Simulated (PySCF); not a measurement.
BOCl, SMILES O=BCl. Atoms are numbered in the order given.

```xyz
3

B      0.0000     0.0000    -0.6295
O      0.0000     0.0000    -1.8385
Cl     0.0000     0.0000     1.0503
```
Charge 0, spin multiplicity 1.

The structure is a stationary point at r2SCAN-D4/def2-TZVP.

The numbers are results of TDDFT-PBE/def2-TZVPD (PySCF 2.14.0), not measurements.

Vertical excitations; the highest root listed may be one member of a degenerate set. The molecule is in vacuum. State labels are in the subgroup C2v.

Computed excitation energies, oscillator strengths and character:
```json
[
 {"state": "S1", "symmetry": "B1", "energy (eV)": "7.25", "λ (nm)": "171", "f": "0.002", "main pairs": "HOMO−1→LUMO (degenerate set)"},
 {"state": "S2", "symmetry": "B2", "energy (eV)": "7.25", "λ (nm)": "171", "f": "0.002", "main pairs": "HOMO→LUMO (degenerate set)"},
 {"state": "S3", "symmetry": "A2", "energy (eV)": "7.69", "λ (nm)": "161", "f": "0.000", "main pairs": "HOMO→LUMO+1 50 %, HOMO−1→LUMO+2 50 %"},
 {"state": "S4", "symmetry": "A1", "energy (eV)": "7.86", "λ (nm)": "158", "f": "0.000", "main pairs": "HOMO−1→LUMO+1, HOMO→LUMO+2 (degenerate set)"},
 {"state": "S5", "symmetry": "A2", "energy (eV)": "7.86", "λ (nm)": "158", "f": "0.000", "main pairs": "HOMO−1→LUMO+2, HOMO→LUMO+1 (degenerate set)"},
 {"state": "S6", "symmetry": "A1", "energy (eV)": "8.82", "λ (nm)": "141", "f": "0.000", "main pairs": "HOMO−2→LUMO 91 %"},
 {"state": "S7", "symmetry": "B1", "energy (eV)": "9.01", "λ (nm)": "138", "f": "0.000", "main pairs": "HOMO−1→LUMO+3, HOMO−4→LUMO, HOMO−1→LUMO+4 (degenerate set)"},
 {"state": "S8", "symmetry": "B2", "energy (eV)": "9.01", "λ (nm)": "138", "f": "0.000", "main pairs": "HOMO→LUMO+3, HOMO−3→LUMO, HOMO→LUMO+4 (degenerate set)"},
 {"state": "S9", "symmetry": "B1", "energy (eV)": "9.10", "λ (nm)": "136", "f": "0.045", "main pairs": "HOMO−4→LUMO, HOMO−1→LUMO+3, HOMO−1→LUMO+4 (degenerate set)"},
 {"state": "S10", "symmetry": "B2", "energy (eV)": "9.10", "λ (nm)": "136", "f": "0.045", "main pairs": "HOMO−3→LUMO, HOMO→LUMO+3, HOMO→LUMO+4 (degenerate set)"},
 {"state": "T1", "symmetry": "A1", "energy (eV)": "6.73", "λ (nm)": "184", "f": "0", "main pairs": "HOMO−1→LUMO+1 48 %, HOMO→LUMO+2 48 %"},
 {"state": "T2", "symmetry": "B1", "energy (eV)": "6.94", "λ (nm)": "179", "f": "0", "main pairs": "HOMO−1→LUMO (degenerate set)"},
 {"state": "T3", "symmetry": "B2", "energy (eV)": "6.94", "λ (nm)": "179", "f": "0", "main pairs": "HOMO→LUMO (degenerate set)"},
 {"state": "T4", "symmetry": "A1", "energy (eV)": "7.10", "λ (nm)": "175", "f": "0", "main pairs": "HOMO→LUMO+2 49 %, HOMO−1→LUMO+1 49 %"}
]
```
Triplets are in the Tamm–Dancoff approximation, which puts them higher than full response would, so one can lie above its singlet here.
